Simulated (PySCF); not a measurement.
A GIAO shielding run with PySCF 2.14.0 with density-fitted response routines (density fitting, non-relativistic, gas phase) on SMILES CCN[Si@@H]1C=CCO1, C$_{5}$H$_{11}$NOSi:

```
$ OMP_NUM_THREADS=1 python probes_run.py task.json out

{"job": {"kind": "nmr", "xc": "PBE0", "basis": "pcSseg-1"}, "charge": 0, "multiplicity": 1}
C      2.689255     0.690395    -0.368077
C      2.245619    -0.724014     0.001561
N      0.960474    -0.765117     0.648343
Si    -0.510626    -0.734148    -0.223257
C     -1.364821     0.847618    -0.800588
C     -2.535430     0.901116    -0.180621
C     -2.819180    -0.234088     0.753986
O     -1.704143    -1.069558     0.849990
H      2.767195     1.308431     0.523745
H      3.657637     0.668855    -0.861407
H      1.960377     1.138706    -1.038010
H      2.173096    -1.329276    -0.903121
H      2.991566    -1.181438     0.660355
H      0.979115    -0.346523     1.566755
H     -0.417839    -1.743843    -1.277697
H     -1.046835     1.602505    -1.499803
H     -3.288947     1.667595    -0.284601
H     -3.073908     0.132788     1.756536
H     -3.672408    -0.820755     0.386329
```

Hardware: 1 thread of an Arm Neoverse N1, shared host. The job also computes population analyses, field gradients, ring-centre shieldings.

**Question.** How large is the calculation?

**Answer.** 70 electrons, 198 basis functions and 1043 auxiliary functions.

**Question.** How long does it take, and how much memory does it need?

**Answer.** 73 s of wall time, with 13 SCF cycles and 4 response iterations; peak memory 0.87 GiB. Times on a shared host scatter by some tens of per cent.
